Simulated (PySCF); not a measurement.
Predicted microwave data (PBE0/pcSseg-1 in PySCF (dipole) on a GFN2-xTB geometry, gas phase) for one isomer of C8H9NSi:

```
Rotational constants : A = 1738, B = 716.9, C = 626.5 MHz
Dipole components    : |μa| = 3.82 D, |μb| = 0.99 D, |μc| = 1.01 D
Inertial defect      : -189.03 u·Å²
κ                    : -0.84
```

Question: Which candidate fits, each taken in the one conformer that was computed?
A. `Nc1cccc2c1C=C[SiH2]2`
B. `[CH:1]#[C:2][SiH2:3]/[C:4](=[CH:5]/[C:6]#[N:7])[C:8](=[CH2:9])[CH3:10]` with C2–Si3–C4–C5 98°, Si3–C4–C8–C9 -132°
C. `[CH:1]#[C:2][CH2:3][SiH2:4][c:5]1[cH:6][cH:7][cH:8][cH:9][n:10]1` with C2–C3–Si4–C5 180°, C3–Si4–C5–C6 180°

Answer: B. It is C#C[SiH2]/C(=C/C#N)C(=C)C, an asymmetric top, point group C1. The candidates at the same level (rigid rotor, commonest isotopes):

| SMILES | A (MHz) | B (MHz) | C (MHz) | μa (D) | μb (D) | μc (D) | Δ (u·Å²) | point group | rotor |
| --- | --- | --- | --- | --- | --- | --- | --- | --- | --- |
| Nc1cccc2c1C=C[SiH2]2 | 2009 | 1076 | 706.8 | 1.29 | 1.21 | 0.84 | -6.24 | near Cs | asymmetric top |
| C#CC[SiH2]c1ccccn1 | 3961 | 528.5 | 470.1 | 2.95 | 0.76 | 0.00 | -8.87 | Cs | near-prolate asymmetric top |
| C#C[SiH2]/C(=C/C#N)C(=C)C | 1738 | 716.9 | 626.5 | 3.82 | 0.99 | 1.01 | -189.03 | C1 | asymmetric top |

`C#CC[SiH2]c1ccccn1` has A 128 % too high; `Nc1cccc2c1C=C[SiH2]2` has B 50 % too high. No structure here is proved a minimum.
